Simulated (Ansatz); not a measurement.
Geometry optimisation, RKS B3LYP/6-31G* (Ansatz).

The input (input.yaml):

```yaml
crystal:
  periodic: [false, false, false]
  atoms:
    - { symbol: Al, position_ang: [-0.3038, -0.5394, -0.8861] }
    - { symbol: H, position_ang: [1.5325, 0.1381, -0.4618] }
    - { symbol: "N", position_ang: [-0.2917, -2.2893, -0.5532] }
    - { symbol: "N", position_ang: [-0.8974, 0.2493, -2.3703] }
    - { symbol: H, position_ang: [0.1144, 0.8951, 1.461] }
    - { symbol: "N", position_ang: [-1.0613, 0.5121, 0.9386] }
    - { symbol: H, position_ang: [1.6337, 0.5719, 0.4169] }
    - { symbol: "N", position_ang: [1.4252, 1.1257, 1.6224] }
    - { symbol: H, position_ang: [-0.0502, -2.6884, 0.3428] }
    - { symbol: H, position_ang: [-0.4498, -3.0453, -1.2035] }
    - { symbol: H, position_ang: [-1.2118, 1.2052, -2.4552] }
    - { symbol: H, position_ang: [-0.8179, -0.1391, -3.299] }
    - { symbol: H, position_ang: [-1.6093, 1.3476, 0.7795] }
    - { symbol: H, position_ang: [-1.5484, -0.0579, 1.6178] }
    - { symbol: H, position_ang: [1.6837, 2.0998, 1.6698] }
    - { symbol: H, position_ang: [1.852, 0.6145, 2.3804] }
basis:
  gaussian: { orbitals: "6-31G*" }
hamiltonian:
  xc: b3lyp
relax:
  f_tol: 0.15
  max_steps: 25
  restrain:
    - { distance: [0, 5], at: 3.22, k: 30.0 }
    - { distance: [4, 7], at: 2.32, k: 30.0 }
    - { distance: [6, 1], at: 1.92, k: 30.0 }
    - { distance: [0, 1], at: 1.52, k: 30.0 }
    - { distance: [4, 5], at: 1.02, k: 30.0 }
    - { distance: [6, 7], at: 1.02, k: 30.0 }
```

Run as:

```bash
$ ansatz run input.yaml --threads 2 --pin off --max-ram 3072MiB --backend cpu --events-out ev --progress --plain --runs-dir out
```

Problem. Where does it end, and by what steps?

Solution. It converged. The restraints hold the end off the free minimum. After 11 steps the energy has fallen by 0.980 eV (the restraints' own energy left out); H9 moved furthest, 0.85 Å. Parted: Al1–N6. Joined: Al1–H2, H5–N6, H7–N8.

| step | energy less start (eV) | largest force component (eV/Å) | accepted |
| --- | --- | --- | --- |
| 0 | 0.0000 | 1.969 | yes |
| 1 | -0.3704 | 3.481 | yes |
| 2 | -0.2514 | 3.378 | yes |
| 3 | -0.0377 | 2.348 | yes |
| 4 | -0.4520 | 1.187 | yes |
| 5 | -0.6977 | 0.875 | yes |
| 6 | -0.8162 | 0.864 | yes |
| 7 | -0.9031 | 0.554 | yes |
| 8 | -0.9570 | 0.706 | yes |
| 9 | -0.9800 | 0.654 | yes |
| 10 | -0.9487 | 1.188 | no |
| 11 | -0.9803 | 0.645 | yes |

```xyz
16
Properties=species:S:1:pos:R:3
Al 0.087 -0.739 -1.299
H 1.310 -0.042 -0.668
N -0.196 -2.467 -0.933
N -0.779 0.027 -2.662
H -0.243 1.011 1.590
N -1.170 0.735 1.259
H 1.804 0.865 0.956
N 2.048 1.325 1.833
H 0.385 -3.018 -0.315
H -0.986 -3.017 -1.246
H -0.732 1.014 -2.882
H -1.470 -0.426 -3.245
H -1.728 1.581 1.158
H -1.606 0.168 1.986
H 1.578 2.227 1.866
H 1.698 0.756 2.601
```

Whether the end is a true minimum wasn't checked by a vibrational analysis.

Run time: 34 s on 2 threads of Arm Neoverse V2, with other jobs on the host, peak memory 0.23 GiB.
